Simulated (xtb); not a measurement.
Cl₄Ti, singlet, geometry from GFN2-xTB (such geometries of metal compounds can be far from the true shape); GFN2-xTB (xtb 6.7.1).

xtb was given this input:
```
$ xtb mol.xyz --gfn 2 --ohess --json

# file mol.xyz
5

Ti    -0.00000000    -0.00000000    -0.00000000
Cl     1.68598647    -0.53254751    -1.15362652
Cl     0.61270013     0.47649048     1.96330506
Cl    -0.94593491     1.67582411    -0.86823504
Cl    -1.35275169    -1.61976707     0.05855650
```

What the program printed (banner, timings and long lists left out):

```
   ID    Z sym.   atoms
    1   22 Ti     1
    2   17 Cl     2-5

           -------------------------------------------------
          |                Calculation Setup                |
           -------------------------------------------------

           -------------------------------------------------
          |                 G F N 2 - x T B                 |
           -------------------------------------------------

          ...................................................
          :                      SETUP                      :
          :.................................................:
          :  # basis functions                  50          :
          :  # atomic orbitals                  45          :
          :  # shells                           15          :
          :  # electrons                        32          :
          :  max. iterations                   250          :
          :  Hamiltonian                  GFN2-xTB          :
          :  restarted?                      false          :
          :  GBSA solvation                  false          :
          :  PC potential                    false          :
          :  electronic temp.          300.0000000     K    :
          :  accuracy                    1.0000000          :
          :  -> integral cutoff          0.2500000E+02      :
          :  -> integral neglect         0.1000000E-07      :
          :  -> SCF convergence          0.1000000E-05 Eh   :
          :  -> wf. convergence          0.1000000E-03 e    :
          :  Broyden damping             0.4000000          :
          :  net charge                          0          :
          :  unpaired electrons                  0          :
          ...................................................

 iter      E             dE          RMSdq      gap      omega  full diag
   1    -20.0816082 -0.200816E+02  0.339E+00    2.63       0.0  T
   2    -20.0923431 -0.107349E-01  0.307E+00    3.18       1.0  T
   3    -20.0946238 -0.228064E-02  0.189E+00    3.02       1.0  T
   4    -20.0946834 -0.596033E-04  0.571E-02    2.99       1.0  T
   5    -20.0946848 -0.145613E-05  0.242E-02    3.00       1.8  T
   6    -20.0946849 -0.105661E-06  0.103E-02    3.00       4.3  T
   7    -20.0946850 -0.544852E-07  0.254E-03    3.00      17.6  T
   8    -20.0946850  0.143890E-08  0.252E-03    3.00      17.8  T
   9    -20.0946850 -0.405457E-08  0.434E-05    3.00    1030.6  T
[...]
         :: total energy             -20.052485038627 Eh    ::
 * total energy  :   -20.0524850 Eh     change       -0.2170708E-11 Eh
   *** GEOMETRY OPTIMIZATION CONVERGED AFTER 1 ITERATIONS ***
         :: total energy             -20.052485038629 Eh    ::
[...]
   ------------------------------------------------------------------------
       1    109.30    -0.97832 ( 95.80%)    -0.82476 (  4.20%)    -0.97187
       2    109.32    -0.97823 ( 95.81%)    -0.82471 (  4.19%)    -0.97179
       3    111.88    -0.96480 ( 96.16%)    -0.81784 (  3.84%)    -0.95917
       4    112.01    -0.96414 ( 96.18%)    -0.81750 (  3.82%)    -0.95854
       5    112.03    -0.96403 ( 96.18%)    -0.81745 (  3.82%)    -0.95844
   ------------------------------------------------------------------------

   temp. (K)  partition function   enthalpy   heat capacity  entropy
                                   cal/mol     cal/K/mol   cal/K/mol   J/K/mol
 298.15  VIB   151.                 2991.632     15.261     19.900
         ROT  0.551E+05              888.752      2.981     24.674
         INT  0.829E+07             3880.384     18.242     44.574
         TR   0.253E+28             1481.254      4.968     41.607
         TOT                        5361.6381    23.2097    86.1814   360.5831

       T/K    H(0)-H(T)+PV         H(T)/Eh          T*S/Eh         G(T)/Eh
   ------------------------------------------------------------------------
    298.15    0.854431E-02    0.135830E-01    0.409476E-01   -0.273645E-01
   ------------------------------------------------------------------------

         :::::::::::::::::::::::::::::::::::::::::::::::::::::
         ::                  THERMODYNAMIC                  ::
         :::::::::::::::::::::::::::::::::::::::::::::::::::::
         :: total free energy         -20.079849578834 Eh   ::
         ::.................................................::
         :: total energy              -20.052485038629 Eh   ::
         :: zero point energy           0.005038728535 Eh   ::
         :: G(RRHO) w/o ZPVE           -0.032403268740 Eh   ::
         :: G(RRHO) contrib.           -0.027364540205 Eh   ::
         :::::::::::::::::::::::::::::::::::::::::::::::::::::

optimized geometry written to: xtbopt.xyz

           -------------------------------------------------
          | TOTAL ENERGY              -20.052485038629 Eh   |
          | TOTAL ENTHALPY            -20.038901995910 Eh   |
          | TOTAL FREE ENERGY         -20.079849578834 Eh   |
          | GRADIENT NORM               0.000006035132 Eh/α |
          | HOMO-LUMO GAP               2.995882719349 eV   |
           -------------------------------------------------

normal termination of xtb
```
